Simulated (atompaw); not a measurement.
**LDA (PW92) PAW (atompaw) dataset for Bi, scalar-relativistic all-electron reference.**

The input file (atompaw 4.2.0.5):

```
Bi 83
LDA-PW scalarrelativistic loggrid 2001 logderivrange -5 5 251
6 6 5 4 0 0
6 1 1
0 0 0
c
c
c
c
c
v
c
c
c
c
v
c
c
v
c
2
2.25 2.10 2.00 1.25
y
-1.75
n
y
1.95
n
y
-2.8
n
custom rrkj vanderbiltortho sinc
bessel
2.25
2.25
2.25
2.25
2.25
2.25
PWSCFOUT
UPFDX 0.0125d0 UPFXMIN -7.d0 UPFZMESH 83.d0
END
```

Command:

```bash
atompaw < Bi.input > Bi.log
```

Output (summary file):

```
Completed calculations for Bi (AE)

 Exchange-correlation type: LDA, Perdew-Wang correlation

 Radial integration grid is logarithmic
 r0 =   8.3003918E-05 h =   6.8893252E-03   n =      2001 rmax =   8.0000000E+01

 Scalar relativistic calculation

 AEatom converged in  36 iterations
   nz     =  83.00
   delta  =       9.600474401168E-17

 All Electron Orbital energies:
  n  l      occupancy      energy
  1  0      2.0000000E+00 -6.6616170E+03
  2  0      2.0000000E+00 -1.1980690E+03
  3  0      2.0000000E+00 -2.9016194E+02
  4  0      2.0000000E+00 -6.7546233E+01
  5  0      2.0000000E+00 -1.2913876E+01
  6  0      2.0000000E+00 -2.2872129E+00
  2  1      6.0000000E+00 -1.0252182E+03
  3  1      6.0000000E+00 -2.4079842E+02
  4  1      6.0000000E+00 -5.1372005E+01
  5  1      6.0000000E+00 -8.3508239E+00
  6  1      1.0000000E+00 -1.4363995E+00
  3  2      1.0000000E+01 -1.9120056E+02
  4  2      1.0000000E+01 -3.2899485E+01
  5  2      1.0000000E+01 -3.2869475E+00
  4  3      1.4000000E+01 -1.2543834E+01

 Total energy
   Total                    :   -43036.87990951060783

 ---
 Completed calculations for Bi (SC)

 Exchange-correlation type: LDA, Perdew-Wang correlation

 Radial integration grid is logarithmic
 r0 =   8.3003918E-05 h =   6.8893252E-03   n =      2001 rmax =   8.0000000E+01

 Scalar relativistic calculation

 SCatom converged in   4 iterations
   nz     =  83.00
   delta  =       5.032109628877E-16

 Valence Electron Orbital energies:
  n  l      occupancy      energy
   6  0      2.0000000E+00 -2.2872129E+00
   6  1      1.0000000E+00 -1.4363995E+00
   5  2      1.0000000E+01 -3.2869475E+00

 Total energy
   Total                    :   -43036.87990948687366
   Valence                  :     -881.50185527837380

 PAW parameters:
       lmax =            2
         rc =    2.2553843737906343
        irc =         1483
   rc_shape =    2.1052296014839333
    rc_vloc =    2.0061095737820707
    rc_core =    1.2557066381818813
   Vloc: truncated form - Vps(r)=A.sin(qr)/r for r<rc
   Projector type: RRKJ pseudization + Vanderbilt ortho.
   Sinc^2 compensation charge shape zeroed at   2.1052E+00

 Number of basis functions     6
 No.   n  nodes  l      Energy         Cp coeff         Occ
  1    6    5    0   -0.2287213E+01  0.1570068E+03  0.2000000E+01
  2  999    6    0   -0.1750000E+01  0.4006083E+02  0.0000000E+00
  3    6    4    1   -0.1436399E+01  0.1665682E+02  0.1000000E+01
  4  999    5    1    0.1950000E+01  0.2826543E-01  0.0000000E+00
  5    5    2    2   -0.3286947E+01 -0.3581607E+01  0.1000000E+02
  6  999    3    2   -0.2800000E+01 -0.6524508E-01  0.0000000E+00

 Eigenvalues of overlap operator (in the basis of projectors):
    1        6.01781399E-03
    2        1.81276812E-02
    3        9.81016404E-02
    4        2.77878993E+01
    5        5.97551726E+01
    6        3.12438699E+02

 Orbital leakage outside PAW augmentation regions
   orb  is_core?  %out_of_sphere
   1 0    T           0.00
   2 0    T           0.00
   3 0    T           0.00
   4 0    T           0.00
   5 0    T           0.01
   6 0    F          35.11
   2 1    T           0.00
   3 1    T          -0.00
   4 1    T           0.00
   5 1    T           0.14
   6 1    F          63.12
   3 2    T           0.00
   4 2    T           0.00
   5 2    F           3.18
   4 3    T           0.00

 Summary of PAW energies
   Total valence energy     :   -881.50188292457267
   Smooth energy            :     17.24963519892844
   One center               :   -898.75151812350111
   Smooth kinetic           :     22.69169163085445
   Vloc energy              :      6.54924681005041
   Smooth exch-corr         :    -23.44313578725437
   One-center xc            :   -741.81897527443584
```

The run took about 19 s on one core of a shared server CPU.
